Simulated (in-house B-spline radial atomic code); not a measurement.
Successive ionisation energies of magnesium; each step leads to the configuration of the next row (after the last: bare). NIST's values go from ground level to ground level; the uncertainty of those that are theory runs from under 0.1 % in few-electron ions to several per cent in heavy many-electron ones. Computed with an all-electron radial atomic-structure program (B-spline basis): non-relativistic Hartree-Fock, average of the configuration, point nuclei.

```csv
ion,configuration,ionisation energy (eV),tabulated value (eV),tabulated kind,computed minus tabulated (eV),highest orbital,largest mean radius (bohr)
Mg,[Ne] 3s2,6.6,7.646236,measured,-1.0,3s,3.2529
Mg+,[Ne] 3s1,14.7,15.03527,measured,-0.3,3s,2.8406
Mg2+,[He] 2s2 2p6,78.7,80.1436,measured,-1.5,2p,0.69036
Mg3+,[He] 2s2 2p5,?,?,semi-empirical,?,?,?
Mg4+,[He] 2s2 2p4,144.4,141.33,semi-empirical,3.1,2p,0.64834
Mg5+,[He] 2s2 2p3,181.9,186.76,semi-empirical,-4.8,2p,0.62852
Mg6+,[He] 2s2 2p2,?,?,semi-empirical,?,?,?
Mg7+,[He] 2s2 2p1,?,?,semi-empirical,?,?,?
Mg8+,[He] 2s2,323.3,327.99,semi-empirical,-4.7,2s,0.57465
Mg9+,[He] 2s1,366.6,367.489,tabulated theory,-0.9,2s,0.55923
Mg10+,1s2,1758.2,1761.805,tabulated theory,-3.6,1s,0.12904
Mg11+,1s1,1959.2,1962.664,tabulated theory,-3.4,1s,0.125
```

(1) Fill in the row of Mg3+.

(2) Fill in the row of Mg6+.

(3) Fill in the row of Mg7+.

(4) Where is the largest jump?

(5) How far is this level of theory from the measured and semi-empirical values?

Results:

(1) ionisation energy (eV): 110.0; tabulated value (eV): 109.2654; computed minus tabulated (eV): 0.7; highest orbital: 2p; largest mean radius (bohr): 0.66902.

(2) ionisation energy (eV): 222.4; tabulated value (eV): 225.02; computed minus tabulated (eV): -2.6; highest orbital: 2p; largest mean radius (bohr): 0.60964.

(3) ionisation energy (eV): 265.8; tabulated value (eV): 265.924; computed minus tabulated (eV): -0.2; highest orbital: 2p; largest mean radius (bohr): 0.59169.

(4) From Mg+ to Mg2+, by a factor of 5.34 (14.721 to 78.65 eV); the highest orbital goes from 3s to 2p.

(5) Over those 9 rows the differences run from -4.84 to +3.11 eV (mean absolute value 2.1 eV). The calculation leaves out relativity, correlation and, in open shells, the multiplet splittings that an average leaves out.
